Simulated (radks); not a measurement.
Results of a calculation; reference values are marked as such.
All-electron atom: Gd11+ in [Kr] 4d10 4f5 5s2.

Level of theory: non-relativistic Kohn-Sham, PBE, spin-polarised, spherical densities, point nucleus; open shells are filled with parallel spins first (spin-orbit coupling, left out, can overturn this in heavy ions); relativity is left out, which matters for an element this heavy (a radial shooting solver on a logarithmic mesh with Libxc functionals).

Energy parts (hartree):
| part | energy |
|---|---|
| total | -10789.1993 |
| kinetic | 10786.3481 |
| electron-nucleus | -25222.4040 |
| Hartree | 3879.3392 |
| exchange-correlation | -232.4827 |

Orbitals (lengths in bohr, moments of r in powers of bohr; r(max) is where P^2 peaks; r(90%) holds 90 % of the orbital's charge):
orbital  occ.  eigenvalue (hartree)      <r^2>  r(90%)      <r>   r(max)
1s up       1             -1737.261  0.0007510  0.0421  0.02370  0.01571
1s down     1             -1737.261  0.0007510  0.0421  0.02370  0.01571
2s up       1             -282.6341    0.01194   0.155   0.1009  0.08609
2s down     1             -282.6312    0.01194   0.155   0.1009  0.08609
2p up       3             -269.2449   0.008883   0.138  0.08558  0.06702
2p down     3             -269.2436   0.008883   0.138  0.08558  0.06702
3s up       1             -67.92221    0.07735   0.380   0.2605   0.2398
3s down     1             -67.81162    0.07721   0.380   0.2603   0.2397
3p up       3             -61.96121    0.07243   0.373   0.2503   0.2272
3p down     3             -61.86060    0.07227   0.373   0.2500   0.2270
3d up       5             -50.85010    0.05790   0.345   0.2222   0.1814
3d down     5             -50.77774    0.05773   0.345   0.2219   0.1812
4s up       1             -18.96278     0.3814   0.833   0.5820   0.5452
4s down     1             -18.76538     0.3819   0.833   0.5825   0.5452
4p up       3             -16.61658     0.3997   0.859   0.5938   0.5500
4p down     3             -16.42026     0.4005   0.860   0.5944   0.5500
4d up       5             -12.42293     0.4434   0.924   0.6204   0.5548
4d down     5             -12.22830     0.4453   0.926   0.6216   0.5550
4f up       5              -7.21203     0.5673    1.10   0.6896   0.5321
4f down     0              -7.01983     0.5794    1.11   0.6959   0.5340
5s up       1              -7.41588      1.658    1.71    1.221    1.168
5s down     1              -7.31598      1.684    1.72    1.231    1.175

The highest occupied level is 4f up at -196.25 eV. The density falls to 0.001 e/bohr^3 at r = 2.33 bohr. Spin moment in Bohr magnetons: 5. Summed over all electrons, <r^2> = 15.03 bohr^2, which gives a Langevin (diamagnetic) susceptibility term of -11.9 x 10^-6 cm^3/mol. Virial ratio -V/T = 2.00026. The spin density at the nucleus is -0.445 e/bohr^3 (1s 0.026, 2s -0.368, 3s -4.645, 4s 1.616, 5s 2.926). The electron density at the nucleus is 1.867e+05 e/bohr^3. For comparison, the ionisation energy in NIST's Atomic Spectra Database is 213 eV (theoretical). In exact Kohn-Sham theory the highest level is minus the ionisation energy, but local and semilocal functionals leave it too shallow, through self-interaction and a potential that decays too fast; potentials with the right tail come closer.
